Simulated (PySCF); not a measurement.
A ladder of Hamiltonians for Ce⁴⁶⁺ (cerium, charge +46)

Occupied: 1s1/2, 2s1/2, 2p1/2, 2p3/2, 3s1/2. Hartree-Fock calculated with PySCF 2.14 in an even-tempered Gaussian basis (20 s from 4.9 bohr⁻², ratio 2.3; 16 p from 5.9 bohr⁻², ratio 2.3), Gaussian nucleus throughout. NR is non-relativistic, sf-X2C the spin-free one-electron X2C Hamiltonian, X2C adds the bare one-electron spin-orbit term, X2C-SNSO screens it by Boettger's factors, DC is four-component Dirac-Coulomb, and the Gaunt and Breit terms are added at first order (total energies over the DC spinors, levels after relaxing the spinors in that mean field). QED terms are absent. Levels marked empty are virtual spinors of this ion; the basis has s and p functions only, so 3d, which can lie below the n = 4 levels, is absent.

| Hamiltonian | E (hartree) |
| --- | --- |
| NR | -6510.1036 |
| sf-X2C | -6778.9208 |
| X2C | -6782.2952 |
| X2C-SNSO | -6782.0566 |
| DC | -6784.3777 |
| DC+Gaunt | -6777.7443 |
| DC+Breit | -6778.3315 |

```json
{"level (eV)": "1s1/2", "NR": "-41844.8", "sf-X2C": "-43818.5", "X2C": "-43814.1", "X2C-SNSO": "-43814.4", "DC": "-43854.7", "DC+Gaunt": "-43747.0", "DC+Breit": "-43754.1"}
{"level (eV)": "2s1/2", "NR": "-9049.3", "sf-X2C": "-9594.9", "X2C": "-9593.8", "X2C-SNSO": "-9593.9", "DC": "-9599.0", "DC+Gaunt": "-9587.9", "DC+Breit": "-9588.6"}
{"level (eV)": "2p1/2", "NR": "-8742.4", "sf-X2C": "-8922.1", "X2C": "-9258.7", "X2C-SNSO": "-9245.9", "DC": "-9248.4", "DC+Gaunt": "-9229.1", "DC+Breit": "-9231.1"}
{"level (eV)": "2p3/2", "NR": "-8742.4", "sf-X2C": "-8922.1", "X2C": "-8775.5", "X2C-SNSO": "-8780.4", "DC": "-8784.0", "DC+Gaunt": "-8770.5", "DC+Breit": "-8772.5"}
{"level (eV)": "3s1/2", "NR": "-3700.1", "sf-X2C": "-3868.0", "X2C": "-3867.8", "X2C-SNSO": "-3867.8", "DC": "-3869.0", "DC+Gaunt": "-3866.1", "DC+Breit": "-3866.5"}
{"level (eV)": "3p1/2 (empty)", "NR": "-3523.6", "sf-X2C": "-3593.3", "X2C": "-3678.4", "X2C-SNSO": "-3675.1", "DC": "-3675.8", "DC+Gaunt": "-3670.9", "DC+Breit": "-3671.6"}
{"level (eV)": "3p3/2 (empty)", "NR": "-3523.6", "sf-X2C": "-3593.3", "X2C": "-3556.0", "X2C-SNSO": "-3557.3", "DC": "-3558.0", "DC+Gaunt": "-3554.7", "DC+Breit": "-3555.4"}
{"level (eV)": "4s1/2 (empty)", "NR": "-1963.5", "sf-X2C": "-2032.7", "X2C": "-2032.7", "X2C-SNSO": "-2032.7", "DC": "-2033.1", "DC+Gaunt": "-2032.0", "DC+Breit": "-2032.2"}
```

**Question.** How large are the two-electron picture-change error of X2C and the Breit correction in the total energy?

**Answer.** X2C-1e lies 2.0824 hartree above Dirac-Coulomb; Gaunt adds 6.6334 and the full Breit term 6.0462 hartree.

```tsv
interval (eV)	X2C	X2C-SNSO	DC	DC+Gaunt	DC+Breit
2p3/2 − 2p1/2	483.2	465.5	464.4	458.6	458.6
3p3/2 − 3p1/2	122.3	117.9	117.7	116.2	116.2
```

Weight of the small component: 1s1/2 0.0462, 2s1/2 0.0104, 2p1/2 0.0103, 2p3/2 0.00974, 3s1/2 0.00398, 3p1/2 0.00388, 3p3/2 0.00375, 4s1/2 0.00202.

Koopmans' value for the highest occupied level at DC+Breit: 3866.5 eV, against an ionisation energy of 3865 ± 4 eV (theoretical estimate listed by NIST; NIST Atomic Spectra Database, ionization energies); the former lacks relaxation, correlation, QED and recoil.

The whole ladder took 110 s of wall time on 1 thread of Intel(R) Xeon(R) 6975P-C (shared host), launched as `OMP_NUM_THREADS=1 python relrun2.py TASK.json OUT` (a driver that calls PySCF for each Hamiltonian).
